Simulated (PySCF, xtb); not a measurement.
C4H5Br, SMILES BrC1=CCC1.

GFN2-xTB run with xtb at its own geometry gives an orbital gap of 4.39 eV and a dipole moment of 3.42 D.

Geometry: PBE-D3(BJ)/def2-SVP.

Q: What does PBE0/def2-TZVP run with PySCF give? (An estimate is asked for; the answer gives what the named calculation found.)

A: gap 6.92 eV (levels -6.98 and -0.07 eV), dipole 1.78 D.
